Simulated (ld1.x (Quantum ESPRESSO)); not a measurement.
**carbon (C): variants of one RRKJ potential**

Base potential:

```
Element                 : carbon (C)
Generator               : ld1.x (Quantum ESPRESSO) 7.5
Type                    : norm-conserving RRKJ (Kleinman–Bylander form)
Functional              : PBE
Relativity              : non-relativistic
Frozen core             : [He]
Valence charge          : 4
Reference configuration : 2s2 2p2
Partial waves           : 2s (bound): rc 0.95 bohr; 2p (bound): rc 2.65 bohr; 3d channel at 0.05 Ry: rc 2.35 bohr
Local potential         : the d channel
Core correction         : Bessel-smoothed model core inside 0.60 bohr
rho0                    : 0.02
```

All-electron outer shells of the reference configuration (PBE, non-relativistic, ld1.x):

```tsv
shell	level (eV)	outermost node (bohr)	outermost maximum (bohr)
2s	-13.74	0.38	1.22
2p	-5.29	–	1.20
```

Cutoffs, loose and tight: the cutoffs (Ry, on a coarse ladder) from which the occupation-weighted sum of valence levels, in a spherical-Bessel basis at the reference potential, stays within 10 and 1 mRy of its value at 400 Ry. They do not see the model core or the augmentation charge, which bear on the density cutoff. Test errors are all-electron minus pseudo excitation energies from the reference, over the configurations 2s2 2p1; 2s2 2p0; 2s1 2p0; 2s0 2p4; 2s1 2p2; 2s2 2p2.3; 2s2 2p1.5. A dash means not determined; rows that change the core or the reference have their own tests.

```csv
change,outcome,"cutoff, loose","cutoff, tight",bound ghosts,largest test error (meV)
base,generated,40 Ry,60 Ry,none,+1988
wave 2p (bound): rc 2.65 bohr becomes 2p (bound): rc 1.76 bohr,generated,40 Ry,60 Ry,none,+474
wave 2p (bound): rc 2.65 bohr becomes 2p (bound): rc 1.92 bohr,generated,40 Ry,60 Ry,none,+652
wave 2p (bound): rc 2.65 bohr becomes 2p (bound): rc 2.54 bohr,generated,40 Ry,60 Ry,none,+1674
wave 2p (bound): rc 2.65 bohr becomes 2p (bound): rc 2.76 bohr,generated,40 Ry,60 Ry,none,+2164
wave 2p (bound): rc 2.65 bohr becomes 2p (bound): rc 3.00 bohr,generated,40 Ry,60 Ry,none,+3009
wave 2p (bound): rc 2.65 bohr becomes 2p (bound): rc 3.24 bohr,generated,40 Ry,60 Ry,none,+3805
wave 2p (bound): rc 2.65 bohr becomes 2p (bound): rc 3.50 bohr,generated,40 Ry,60 Ry,none,+4753
wave 2p (bound): rc 2.65 bohr becomes 2p (bound): rc 3.78 bohr,generated,40 Ry,60 Ry,none,+5856
wave 2p (bound): rc 2.65 bohr becomes 2p (bound): rc 4.04 bohr,generated,40 Ry,60 Ry,none,+7111
```

(1) What comes out with this change to the base: wave 2p (bound): rc 2.65 bohr becomes 2p (bound): rc 2.18 bohr?

Answers

(1) outcome: generated; cutoff, loose: 40 Ry; cutoff, tight: 60 Ry; bound ghosts: none; largest test error (meV): +994.

Reading the sweep of the p radius (base included, trends over the rows without a ghost): The loose cutoff stays near 40 Ry. The median size of the test errors (rows with all tests solved) rises from 11.5 meV at 1.76 to 618.5 meV at 4.04 bohr. More of the atom is replaced by a form fitted at one configuration, so other configurations suffer as the radius grows.
